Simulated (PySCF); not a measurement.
# Electron correlation in Ba²⁺ (barium, charge +2)

[Xe], closed-shell 1S. Calculation: PySCF 2.14, in x2c-TZVPPall with one added diffuse shell each of s, p, d type (12s8p7d2f1g, 94 functions); the spin-free X2C one-electron Hamiltonian (Gaussian nucleus). Frozen: [Kr] 4d10; 8 electrons correlated.

| level | correlation energy (mhartree) |
| --- | --- |
| CCSD | -166.29 |
| (T) | -3.76 |
| CCSD(T) | -170.05 |

Diagnostics: T1 = 0.0017, D1 = 0.0030, largest double amplitude 0.027.

Cost of the coupled-cluster step: of the order of 4 core-seconds, for 8 correlated electrons.

This basis was not built for core-valence correlation, so the inner-shell part is incomplete.
